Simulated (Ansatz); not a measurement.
`[CH3][Mo]([CH3])(=[O])=[S]` + NH₃ → `[CH3][Mo]([NH2])(=[O])=[S]` + CH₄ at 600 K and 1 bar (ligand exchange at a Mo–C bond).

Isolated molecules relaxed with PBE0-D4/def2-TZVP in Ansatz; ΔE leaves out vibrations. CBS: MP2 limit from def2 TZ/QZ plus the TZ coupled-cluster correction, frozen cores. This one scheme is used for every species. def2 core potentials past Kr. For Mo outer-core shells are correlated without core-valence functions, which leaves a few kJ/mol of doubt a bond. Each species was taken in one conformer, which may not be the lowest.

| species | CCSD(T)/CBS energy (Eh) | H − E (kJ/mol) | S (J/(mol·K)) |
| --- | --- | --- | --- |
| `[CH3][Mo]([CH3])(=[O])=[S]` | -620.87102 | 266.8 | 479.4 |
| NH₃ | -56.50880 | 112.4 | 219.5 |
| `[CH3][Mo]([NH2])(=[O])=[S]` | -636.95679 | 239.5 | 456.2 |
| CH₄ | -40.46206 | 140.4 | 215.7 |

H − E and S are ideal-gas, rigid-rotor, harmonic terms from PBE0-D4/def2-TZVP, for one conformer and one mirror image of each species. 1 Eh = 2625.50 kJ/mol, R = 8.31446 J/(mol·K).

By hand: ΔE, ΔH, ΔS and ΔG.

ΔE = (-636.95679) + (-40.46206) − (-620.87102) − (-56.50880) = -0.03903 Eh = -102.5 kJ/mol. Δ(H − E) = 239.5 + 140.4 − 266.8 − 112.4 = 0.7, so ΔH = -101.8 kJ/mol. ΔS = 456.2 + 215.7 − 479.4 − 219.5 = -27.0 J/(mol·K). ΔG = -101.8 − 600 × (-27.0)/1000 = -85.6 kJ/mol.

By hand: the equilibrium constant, and the temperature at which ΔG would vanish if ΔH and ΔS stayed fixed.

log₁₀ K = −ΔG/(RT ln 10) = 7.5. ΔG = 0 at ΔH/ΔS = 3770 K, far beyond where these terms or the molecules hold.

ΔH outweighs TΔS. A doubt of 5 kJ/mol in ΔE shifts log₁₀ K by 0.4 here. Other conformers and mirror images would add mixing entropy, several J/(mol·K) or more a flexible species. These are equilibria of isolated gas molecules and say nothing of rates. Largest T1 diagnostic: 0.026 (customary marks: 0.02 for closed shells, 0.045 for open ones).
